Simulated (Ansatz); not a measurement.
`[CH3][Hf]([OH])([OH])[F]` + HBr → `[CH3][Hf]([OH])([F])[Br]` + H₂O at 400 K and 1 bar (ligand exchange at the Hf–O bond).

Computed with Ansatz on PBE0-D4/def2-TZVP structures; ΔE is electronic, products minus reactants. CBS: MP2 limit from def2 TZ/QZ plus the TZ coupled-cluster correction, frozen cores. This one scheme is used for every species. def2 core potentials past Kr. For Br, Hf outer-core shells are correlated without core-valence functions, which leaves a few kJ/mol of doubt a bond. Scalar relativity is left out up to krypton. Each species was taken in one conformer, which may not be the lowest.

| species | CCSD(T)/CBS energy (Eh) | H − E (kJ/mol) | S (J/(mol·K)) |
| --- | --- | --- | --- |
| `[CH3][Hf]([OH])([OH])[F]` | -339.32507 | 203.1 | 447.6 |
| HBr | -2573.91920 | 27.6 | 207.2 |
| `[CH3][Hf]([OH])([F])[Br]` | -2836.87910 | 170.5 | 451.5 |
| H₂O | -76.37941 | 69.8 | 198.6 |

H − E and S are ideal-gas, rigid-rotor, harmonic terms from PBE0-D4/def2-TZVP, for one conformer and one mirror image of each species. 1 Eh = 2625.50 kJ/mol, R = 8.31446 J/(mol·K).

Problem. By hand: ΔE, ΔH, ΔS and ΔG.

Solution. ΔE = (-2836.87910) + (-76.37941) − (-339.32507) − (-2573.91920) = -0.01424 Eh = -37.4 kJ/mol. Δ(H − E) = 170.5 + 69.8 − 203.1 − 27.6 = 9.6, so ΔH = -27.8 kJ/mol. ΔS = 451.5 + 198.6 − 447.6 − 207.2 = -4.7 J/(mol·K). ΔG = -27.8 − 400 × (-4.7)/1000 = -25.9 kJ/mol.

Problem. By hand: the equilibrium constant, and the temperature at which ΔG would vanish if ΔH and ΔS stayed fixed.

Solution. log₁₀ K = −ΔG/(RT ln 10) = 3.4. ΔG = 0 at ΔH/ΔS = 5915 K, far beyond where these terms or the molecules hold.

The number of gas molecules stays the same, so ΔS is small and ΔH decides. A doubt of 5 kJ/mol in ΔE shifts log₁₀ K by 0.7 here. Other conformers and mirror images would add mixing entropy, several J/(mol·K) or more a flexible species. These are equilibria of isolated gas molecules and say nothing of rates. Largest T1 diagnostic: 0.015 (customary marks: 0.02 for closed shells, 0.045 for open ones).
